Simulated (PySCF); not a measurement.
NMR data sheet: C₄H₄F₄O

```
Formula                               : C4H4F4O
SMILES                                : C=C(OCF)C(F)(F)F
InChI                                 : InChI=1S/C4H4F4O/c1-3(9-2-5)4(6,7)8/h1-2H2
Point group of the computed structure : C1
Degrees of unsaturation               : 1
Carbon signals                        : 4
Proton signals                        : 3
```

Numbering as in the mapped SMILES `[CH2:1]=[C:2]([O:3][CH2:4][F:5])[C:6]([F:7])([F:8])[F:9]`; H(Xn) means a hydrogen on atom n. Ha(C1) is cis to O3; Hb(C1) is trans to O3.

[PySCF 2.14: geometry from GFN2-xTB; NMR shieldings at PBE0/pcSseg-1/GIAO; averaged over atoms made equivalent by symmetry, fast rotation or ring inversion; one conformer; non-relativistic Hamiltonian; no solvent model]

References, each an isolated molecule treated in the same way: 1H, 13C against TMS; CFCl3 for 19F; 17O vs H2O.

| carbon | δC, type | δH (multiplicity) | HMBC from (2–3 bonds) | span of the C tensor (ppm) |
| --- | --- | --- | --- | --- |
| C1 | 92.3, CH2 | Ha(C1) 4.14 (m); Hb(C1) 5.16 (m) | – | 172 |
| C2 | 156.1, C | – | H(C4), Hb(C1), Ha(C1) | 175 |
| C4 | 105.2, CH2 | 5.85 (m) | – | 46 |
| C6 | 128.3, C | – | Hb(C1), Ha(C1) | 17 |

Other nuclei:
```csv
atoms,nucleus,environment,δ (ppm),σ (ppm)
F7/F8/F9,19F,fluorine of a CF3 group,-88.1,259.1
F5,19F,fluorine on an sp3 carbon,-194.4,365.4
O3,17O,ether oxygen,153.3,182.8
```

Carbon types of the structure: 2 × C, 2 × CH2, which accounts for all hydrogens. δC 156.1: alkene carbon bearing oxygen; an sp2 carbon further deshielded by the attached heteroatom. δC 128.3: CF3 carbon; 3 electronegative neighbours deshield it. δC 105.2: sp3 CH2 bonded to F and O; 2 electronegative neighbours deshield it. δC 92.3: β carbon of an enol-ether or enamine type C=C; the O or N lone pair pushes π density onto this β carbon and shields it. δH 5.85: hydrogen on an sp3 CH2 bonded to F and O; its carbon carries F and O, hence the downfield position.

Splittings by 19F in the carbon and heteronuclear signals aren't shown, as no couplings were computed. Shifts are as computed. Against solution values, carbons near 30 ppm lie about +3 ppm off and those near 130 ppm about +5 ppm. Of 1211 compounds with measured shifts, 218 miss one by over three times the rms of a fit or turn the order of signals round; such compounds aren't used in these exercises. Unscaled 19F shifts against computed CFCl3 carry errors that often reach 10 to 50 ppm. Experimental scales use liquid or dissolved standards, which lie at an offset from isolated H2O (liquid H2O: subtract about 36 ppm). Multiplicities follow the n + 1 count of equivalent neighbours, as no J values were calculated; m marks all less simple cases, F and P coupling included.
